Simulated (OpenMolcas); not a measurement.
## Tc²⁺: from CASSCF to CASPT2

```
Program             : OpenMolcas 26.06
Basis               : ANO-RCC-VTZP [7s6p4d2f1g]
Scalar Hamiltonian  : DKH2, point nucleus
Active space        : 5 electrons in 6 orbitals (4d 5s)
State averaging     : 2S+1 = 6 even, 6 roots; 2S+1 = 4 even, 64 roots kept (CI in the orbitals of an earlier block); 2S+1 = 2 even, 145 roots kept (CI in the orbitals of an earlier block, 128 in the spin-orbit step)
Spin-orbit coupling : RASSI with atomic mean-field integrals over the reference wave functions, term energies averaged over their components
```

Methods on the same reference wave functions:
A. CASSCF
B. SS-CASPT2, IPEA 0.25 Eh, imaginary shift 0.1 Eh (closed shells correlated: 4s 4p)
C. MS-CASPT2, IPEA 0.25 Eh, imaginary shift 0.1 Eh (closed shells correlated: 4s 4p)
D. XMS-CASPT2, IPEA 0.25 Eh, imaginary shift 0.1 Eh (closed shells correlated: 4s 4p)

Energies in cm-1 above 4d5 6S 5/2.

| Level | A | B | C | D |
| --- | --- | --- | --- | --- |
| 4d5 6S 5/2 | 0.0 | 0.0 | 0.0 | 0.0 |
| 4d5 4G 5/2 | 24925 | 20550 | 20540 | 20780 |
| 4d5 4G 7/2 | 25064 | 20720 | 20700 | 20940 |
| 4d5 4G 11/2 | 25109 | 20780 | 20770 | 21010 |
| 4d5 4G 9/2 | 25148 | 20820 | 20810 | 21050 |
| 4d5 4P 5/2 [59 %] | 27904 | 22440 | 22390 | 22570 |
| 4d5 4P 3/2 [62 %] | 28195 | 22750 | 22710 | 22890 |
| 4d5 4P 1/2 [74 %] | 28619 | 23260 | 23240 | 23420 |
| 4d5 4D 7/2 | 30290 | 24350 | 24280 | 24450 |
| 4d5 4D 1/2 [75 %] | 30689 | 24900 | 24860 | 25030 |
| 4d5 4D 3/2 [62 %] | 31047 | 25330 | 25290 | 25470 |
| 4d5 4D 5/2 [61 %] | 31088 | 25340 | 25300 | 25480 |
| 4d5 2I 11/2 | 36105 | 30780 | 30780 | 31270 |
| 4d5 2I 13/2 | 36420 | 31170 | 31170 | 31660 |
| 4d5 2D 5/2(1) [54 %] | 38865 | 31810 | 31810 | 32160 |
| 4d5 2D 3/2(1) [60 %] | 39872 | 32520 | 32500 | 32830 |
| 4d5 4F 9/2 | 41407 | 33530 | 33510 | 33730 |
| 4d5 4F 5/2 | 41857 | 34010 | 33980 | 34190 |
| 4d5 4F 3/2 [60 %] | 42475 | 34780 | 34760 | 35050 |
| 4d5 2F 5/2(1) [52 %] | 43429 | 36280 | 36280 | 36700 |
| 4d4 5s 6D 1/2 | 43684 | 44970 | 44970 | 44660 |
| 4d4 5s 6D 3/2 | 44005 | 45300 | 45310 | 44990 |
| 4d4 5s 6D 5/2 | 44510 | 45820 | 45820 | 45500 |
| 4d5 2G 7/2(1) | 44985 | 37180 | 37180 | 37550 |

Among B to D the level of the table that moves most is 4d5 2I 13/2, by 490 cm-1 (lowest in B, highest in D). Moves below CASPT2's spread within the term are not significant.

From A to B the spin-free energies of the other terms of 4d5 shown, above 6S, scale by factors of 0.80 to 0.85, as is usual when dynamic correlation screens the repulsion within a d or f shell.

The lowest spin-free term lies below A's lowest term by 0.372 hartree in B, 0.372 hartree in C, 0.376 hartree in D.

Term energies are means over components that CASPT2 splits; among the terms shown or strongly mixed into the levels shown the widest spread is 940 cm-1 (4d5 2I, D). Some high roots are left out of the spin-orbit mixing, which shifts the levels that they would mix with. Terms from blocks run as CI alone lack orbitals of their own. A single d shell beside an s shell can misplace configurations of different d count against each other. Without dynamic correlation excited terms often stand tens of per cent too high (terms of higher spin than the ground term too low), and those without a measured partner can miss by more than the paired ones (holds for A). Configurations are named by rounded mean occupations; where the s occupation lies near a half they are strongly mixed, a name can repeat and a true partner stay unpaired (holds for B; C; D). Blocks of more than 70 roots (2S+1 = 2 even) ran without multistate coupling (holds for C). The CASPT2 spread within a term exceeds the gap to the next term for 4d5 2D(1) and 4d5 4F, so the order of their levels is uncertain, and so are names and mixing where such terms share a J (holds for D). Levels of configurations outside the active space are missing. Levels that lie high or do not pair safely by name in every column are left out.

A share in square brackets marks a mixed level and gives the weight of the term that names it, the lowest over the columns. A number in round brackets counts repeated terms of one configuration in the order of the reference energies.
